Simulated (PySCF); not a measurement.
Match the calculated data to a structure.

All candidates are C9H12.

- Dipole: 0.38 D [PBE0/pcSseg-1]
- 1H NMR: chemical shifts (computed TMS as zero) by class: 7.60 (2 H), 7.51 (2 H), 7.49 (1 H), 2.66 (1 H), 1.28 (6 H) ppm [GIAO PBE0/pcSseg-1]
- Rotational structure: rotational constants A, B, C: 3.390, 1.101, 1.010 GHz [GFN2-xTB]
- 13C NMR: chemical shifts (computed TMS as zero) by class: 155.4 (1 C), 134.2 (2 C), 131.8 (2 C), 131.6 (1 C), 40.5 (1 C), 27.3 (2 C) ppm [GIAO PBE0/pcSseg-1]

The electronic properties come from PySCF, for the isolated species, density fitting. Levels stand in brackets. Isolated species at its GFN2-xTB geometry (one conformer only). Each NMR value is the plain mean over a class of atoms that symmetry, rotation or inversion makes alike.

Question: Which candidate is it?
A. `C=CCC1=CCC=CC1`
B. `C=C1CC[C@@H](C#CC)C1`
C. `C=C[C@@H]1C=CCC=C1C`
D. `C=CC1=C(C=C)CCC1`
E. `CC(C)c1ccccc1`

Answer: E. It is `CC(C)c1ccccc1`. Numbering: `[CH3:1][CH:2]([CH3:3])[c:4]1[cH:5][cH:6][cH:7][cH:8][cH:9]1`. Its formula, C9H12, gives 4 degrees of unsaturation: 1 ring and 3 π bonds in the structure found (Kekulé form). 9 carbons fall into 6 classes; from least to most shielded: substituted aromatic carbon [C4] (155.4 ppm), aromatic CH carbon [C6/C8] (134.2 ppm, 2 C), aromatic CH carbon [C5/C9] (131.8 ppm, 2 C, up to 3.5 ppm apart in this geometry), aromatic CH carbon [C7] (131.6 ppm), benzylic-type carbon [C2] (40.5 ppm), methyl carbon [C1/C3] (27.3 ppm, 2 C). Hydrogen classes from least to most shielded: 2 H on the meta carbons, C6/C8 (7.60 ppm), 2 H on the ortho carbons, C5/C9 (7.51 ppm), 1 H on the para carbon, C7 (7.49 ppm), 1 H on a benzylic-type carbon, C2 (2.66 ppm), 6 H on 2 methyl carbons, C1/C3 (1.28 ppm). The optimised geometry has point group Cs and is an asymmetric top.

The others, at the same levels:
- `C=C[C@@H]1C=CCC=C1C` fails: it has 9 carbon classes against 6; its computed 13C shifts are 150.2 (1 C), 142.6 (1 C), 136.3 (1 C), 132.2 (1 C), 126.4 (1 C), 119.9 (1 C), 52.6 (1 C), 32.0 (1 C), 24.4 (1 C) ppm, 1H shifts are 6.06 (1 H), 6.06 (1 H), 5.80 (1 H), 5.63 (1 H), 5.31 (1 H), 5.16 (1 H), 3.03 (1 H), 2.96 (1 H), 2.78 (1 H), 1.86 (3 H) ppm and rotational constant A is 2.318 GHz (against 3.390 GHz).
- `C=CCC1=CCC=CC1` fails: it has 9 carbon classes against 6; its computed 13C shifts are 148.7 (1 C), 140.3 (1 C), 131.8 (1 C), 130.5 (1 C), 126.7 (1 C), 122.6 (1 C), 50.1 (1 C), 32.2 (1 C), 32.0 (1 C) ppm, 1H shifts are 5.99 (1 H), 5.95 (1 H), 5.89 (1 H), 5.83 (1 H), 5.39 (1 H), 5.29 (1 H), 2.95 (2 H), 2.77 (2 H), 2.74 (2 H) ppm and rotational constant A is 3.701 GHz (against 3.390 GHz).
- `C=CC1=C(C=C)CCC1` fails: it has 5 carbon classes against 6; its computed 13C shifts are 147.0 (2 C), 137.0 (2 C), 121.3 (2 C), 37.1 (2 C), 25.1 (1 C) ppm, 1H shifts are 7.24 (2 H), 5.49 (2 H), 5.43 (2 H), 2.67 (4 H), 1.93 (2 H) ppm and rotational constant A is 2.297 GHz (against 3.390 GHz).
- `C=C1CC[C@@H](C#CC)C1` fails: it has 9 carbon classes against 6; its computed 13C shifts are 160.1 (1 C), 112.7 (1 C), 88.9 (1 C), 82.9 (1 C), 45.4 (1 C), 39.2 (1 C), 36.4 (1 C), 33.6 (1 C), 4.8 (1 C) ppm, 1H shifts are 5.32 (1 H), 5.28 (1 H), 2.77 (1 H), 2.60 (1 H), 2.51 (1 H), 2.47 (1 H), 2.41 (1 H), 2.05 (1 H), 1.96 (3 H), 1.67 (1 H) ppm and rotational constant A is 4.669 GHz (against 3.390 GHz).

Each candidate is one conformer, not necessarily the lowest. The conformers computed, where there is a choice (atom-mapped SMILES and torsion angles):
- `[CH3:1][CH:2]([CH3:3])[c:4]1[cH:5][cH:6][cH:7][cH:8][cH:9]1`: C1–C2–C4–C5 -62°
- `[CH2:1]=[CH:2][C@@H:3]1[CH:4]=[CH:5][CH2:6][CH:7]=[C:8]1[CH3:9]`: C1–C2–C3–C4 -121°
- `[CH2:1]=[CH:2][CH2:3][C:4]1=[CH:5][CH2:6][CH:7]=[CH:8][CH2:9]1`: C1–C2–C3–C4 121°, C2–C3–C4–C5 108°

The conformers of `C=CC1=C(C=C)CCC1` and `C=C1CC[C@@H](C#CC)C1` aren't listed.
